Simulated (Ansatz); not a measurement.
Start from `[OH][Sn][OH]` and change one atom or group to get `[OH][Sn][Cl]`.

Ansatz, PBE0-D4/def2-TZVP geometries, multiplicity 1. Each molecule was computed in one conformer, which needn't be the lowest.

Elements past krypton have def2 core potentials. Outer-core shells of Sn are correlated without core-valence functions. Spin–orbit coupling is left out.

```
                                            property  `[OH][Sn][OH]`
vertical ionisation energy (CCSD(T)/def2-TZVPP) / eV            9.85
                  LUMO energy (PBE0/def2-TZVPP) / eV           -1.94
                HOMO–LUMO gap (PBE0/def2-TZVPP) / eV            5.54
               LUMO energy (ωB97M-V/def2-TZVPP) / eV           -0.21
                 HOMO–LUMO gap (PBE/def2-TZVPP) / eV            3.71
                 LUMO energy (B3LYP/def2-TZVPP) / eV           -2.18
```

Task: What does the change do to each property? (Best estimate.)

Result: Computed: 
```
                                            property  `[OH][Sn][Cl]`  shift
vertical ionisation energy (CCSD(T)/def2-TZVPP) / eV            9.86   0.01
                  LUMO energy (PBE0/def2-TZVPP) / eV           -2.52  -0.58
                HOMO–LUMO gap (PBE0/def2-TZVPP) / eV            5.11  -0.43
               LUMO energy (ωB97M-V/def2-TZVPP) / eV           -0.76  -0.55
                 HOMO–LUMO gap (PBE/def2-TZVPP) / eV            3.32  -0.39
                 LUMO energy (B3LYP/def2-TZVPP) / eV           -2.75  -0.57
```

With PBE0 the HOMO falls by 0.16 eV and the LUMO falls by 0.58 eV, so the gap narrows by about 0.42 eV. PBE moves the HOMO by -0.19 eV and ωB97M-V by -0.07 eV. The zero-point energy changes by -32.1 kJ/mol with -3 modes.

B3LYP here is the variant with VWN-RPA as its local correlation; programs differ in this.
